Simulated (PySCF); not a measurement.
**Ru⁴⁰⁺ (ruthenium, charge +40): Hartree-Fock from Schrödinger to Dirac-Coulomb-Breit**

Occupied: 1s1/2, 2s1/2. Hartree-Fock calculated with PySCF 2.14 in an even-tempered Gaussian basis (19 s from 6.2 bohr⁻², ratio 2.3; 14 p from 7.4 bohr⁻², ratio 2.3), Gaussian nucleus throughout. NR is non-relativistic, sf-X2C the spin-free one-electron X2C Hamiltonian, X2C adds the bare one-electron spin-orbit term, X2C-SNSO screens it by Boettger's factors, DC is four-component Dirac-Coulomb, and the Gaunt and Breit terms are added at first order (total energies over the DC spinors, levels after relaxing the spinors in that mean field). QED terms are absent. Levels marked empty are virtual spinors of this ion.

| Hamiltonian | E (hartree) |
| --- | --- |
| NR | -2351.6423 |
| sf-X2C | -2417.0702 |
| X2C | -2417.0702 |
| X2C-SNSO | -2417.0702 |
| DC | -2417.7486 |
| DC+Gaunt | -2416.3417 |
| DC+Breit | -2416.3697 |

```csv
level (eV),NR,sf-X2C,X2C,X2C-SNSO,DC,DC+Gaunt,DC+Breit
1s1/2,-25136.0,-25784.1,-25784.1,-25784.1,-25800.5,-25766.7,-25767.1
2s1/2,-5941.3,-6134.8,-6134.8,-6134.8,-6136.5,-6132.7,-6133.1
2p1/2 (empty),-5695.1,-5768.0,-5875.8,-5870.6,-5872.1,-5865.1,-5866.1
2p3/2 (empty),-5695.1,-5768.0,-5718.5,-5720.7,-5721.1,-5717.0,-5718.1
3s1/2 (empty),-2514.7,-2578.9,-2578.9,-2578.9,-2579.4,-2578.3,-2578.5
```

How large are the two-electron picture-change error of X2C and the Breit correction in the total energy?

X2C-1e lies 0.6784 hartree above Dirac-Coulomb; Gaunt adds 1.4068 and the full Breit term 1.3789 hartree.

| interval (eV) | X2C | X2C-SNSO | DC | DC+Gaunt | DC+Breit |
| --- | --- | --- | --- | --- | --- |
| 2p3/2 − 2p1/2 | 157.3 | 149.9 | 151.0 | 148.1 | 148.1 |

Weight of the small component: 1s1/2 0.0261, 2s1/2 0.00612, 2p1/2 0.00601, 2p3/2 0.00584, 3s1/2 0.00255.

Koopmans' value for the highest occupied level at DC+Breit: 6133.1 eV, against an ionisation energy of 6137 ± 6 eV (semi-empirical (NIST evaluation); NIST Atomic Spectra Database, ionization energies); the former lacks relaxation, correlation, QED and recoil.

The whole ladder took 100 s of wall time on 1 thread of Neoverse-N1 (shared host), launched as `OMP_NUM_THREADS=1 python relrun2.py TASK.json OUT` (a driver that calls PySCF for each Hamiltonian).
